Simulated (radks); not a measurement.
Results of a calculation; reference values are marked as such.
Q: Coherent X-ray form factor from a spherical all-electron density. Level of theory: scalar-relativistic Kohn-Sham, LDA (Slater exchange, Perdew-Zunger correlation), spin-polarised, spherical densities, finite nucleus; Fermi nuclear charge, rms radius of each element as measured or else 0.836 A^(1/3) + 0.57 fm (a radial shooting solver on a logarithmic mesh with Libxc functionals).

sin(theta)/lambda (1/angstrom),f0 (electrons)
0.05,14.469
0.1,13.171
0.15,11.673
0.2,10.365
0.25,9.358
0.3,8.605
0.4,7.527
0.5,6.646
0.6,5.802
0.8,4.270
1,3.121
1.25,2.232
1.5,1.753
2,1.333

The species is in the configuration that NIST lists as its ground one. Which atom or ion scatters so?

A: Neutral phosphorus, [Ne] 3s2 3p3. Extrapolating in s^2 from the first two rows gives f0(0) = 14.9, near the electron count 15; among species with that count, the fall with angle is slower the higher Z, and the table is that of Z = 15; from so few rows the species is fixed only to a neighbour or two.
